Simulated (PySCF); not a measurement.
Level of theory: PySCF 2.14.0, delta-SCF UKS SCAN, pcX-2 on the ionised atom, pcseg-1 elsewhere, spin-free X2C. Geometries: PBE0-D3(BJ)/def2-SVP; isolated species, one conformer each. Kα1 is taken as the energy difference of the 1s-hole and 2p3/2-hole states at the ground state's geometry. 2p3/2 and 2p1/2 are the ΔSCF energy of one spin-free 2p hole plus the eigenvalues of a spin–orbit and ligand-field matrix of the shell.

| site | Si 2p3/2 (eV) |
| --- | --- |
| Si8 in `[CH3:1][NH:2][Si@@H:3]1[CH2:4][CH2:5][C@@H:6]([CH3:7])[SiH2:8]1` | 105.67 |
| Si3 in `[CH3:1][NH:2][Si@@H:3]1[CH2:4][CH2:5][C@H:6]([CH3:7])[SiH2:8]1` | 105.90 |
| silicon in `C/C=N/[SiH2]O` | 107.27 |
| silicon in `N[SiH2]C(=O)C` | 106.96 |

Q: What are the Si 1s binding energies, and the Kα1 emission energies that follow?

A: 
```csv
site,bonded to,1s (eV),2p3/2 (eV),Kα1 = 1s − 2p3/2 (eV)
Si8 in `[CH3:1][NH:2][Si@@H:3]1[CH2:4][CH2:5][C@@H:6]([CH3:7])[SiH2:8]1`,"C, 2 H and Si",1845.34,105.67,1739.67
Si3 in `[CH3:1][NH:2][Si@@H:3]1[CH2:4][CH2:5][C@H:6]([CH3:7])[SiH2:8]1`,"N, C, H and Si",1845.72,105.90,1739.82
silicon in `N[SiH2]C(=O)C`,"N, C and 2 H",1846.78,106.96,1739.82
silicon in `C/C=N/[SiH2]O`,"O, N and 2 H",1847.27,107.27,1740.00
```

Ranges: 1s 1.93 eV, 2p3/2 1.60 eV, Kα1 0.33 eV. A straight-line fit of 1s on 2p3/2 has slope 1.14.
